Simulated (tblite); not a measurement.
Species: C₄H₃ClNP.
SMILES with atom numbers: `[Cl:1][c:2]1[cH:3][n:4][cH:5][cH:6][p:7]1` (hydrogens: H8 on C3; H9 on C5; H10 on C6)

Computed with GFN2-xTB (tblite): harmonic, unscaled wavenumbers at the GFN2-xTB geometry, gas phase. Errors from tens to a few hundred cm⁻¹ against measured bands are possible.

Harmonic wavenumbers (cm⁻¹): 130.9, 230.1, 254.7, 331.5, 360.5, 492.5, 606.3, 615.0, 778.0, 823.8, 844.2, 880.9, 911.0, 956.1, 1091.0, 1199.9, 1244.3, 1316.0, 1338.5, 1443.5, 1526.6, 3027.4, 3032.6, 3051.3.

A = 3669, B = 1504, C = 1067 MHz; mass 130.969 u (most abundant isotopes); point group Cs, symmetry number 1.

Question: Zero-point energy?

Answer: Half the sum of the wavenumbers: 13243 cm⁻¹ = 158.42 kJ/mol.

Question: What is S at 200 K and 1 bar for an ideal gas of classical rigid rotors and harmonic oscillators?

Answer: Translation 161.35, rotation 113.81, vibration 26.76: S = 301.9 J/(mol K).

Question: And Cp and H(200 K) − H(0)?

Answer: Cp = 75.93 J/(mol K), of which vibrations give 42.67 (their classical limit is 24 R = 199.5); H(200 K) − H(0) = 10.14 kJ/mol without the zero-point energy, 3.48 from vibrations.

Question: Which modes carry the vibrational entropy at 200 K?

Answer: 130.9 cm⁻¹: 9.11; 230.1 cm⁻¹: 5.01; 254.7 cm⁻¹: 4.35; 331.5 cm⁻¹: 2.82; 360.5 cm⁻¹: 2.39; 492.5 cm⁻¹: 1.12 J/(mol K); the other 18 give 1.95 together.

Question: What must be added to the electronic energy to get the Gibbs energy at 200 K and 1 bar?

Answer: ZPE + [H(200 K) − H(0)] − T·S = 158.42 + 10.14 − 60.39 = 108.17 kJ/mol.

Question: How do the functions run with temperature in this model?

Answer: 
```tsv
T (K)	S (J/(mol K))	Cp (J/(mol K))	H − H(0) (kJ/mol)	G − H(0) (kJ/mol)	ln q(vib)
100	259.4	49.6	3.86	-22.09	0.24
300	337.7	102.1	19.05	-82.26	2.26
500	400.4	143.8	43.95	-156.25	4.82
800	476.4	178.4	92.89	-288.26	8.70
1000	517.7	191.6	129.97	-387.78	11.11
```

q(vib) and H(0) count from the zero-point level.

Question: Blend soft modes into free rotors: weight 1/[1 + (100 cm⁻¹/ν̃)⁴] for the oscillator and the rest for a rotor with moment μB/(μ + B), μ = h/(8π²ν), B = 10⁻⁴⁴ kg m². What vibrational entropy results?

Answer: 26.92 J/(mol K) in place of 26.76, which changes −T·S at 200 K by -0.03 kJ/mol.

Hindered rotation and anharmonicity are outside this model.

Run on one thread, x86-64 server, no GPU, shared host. The figure is for the frequency step alone.
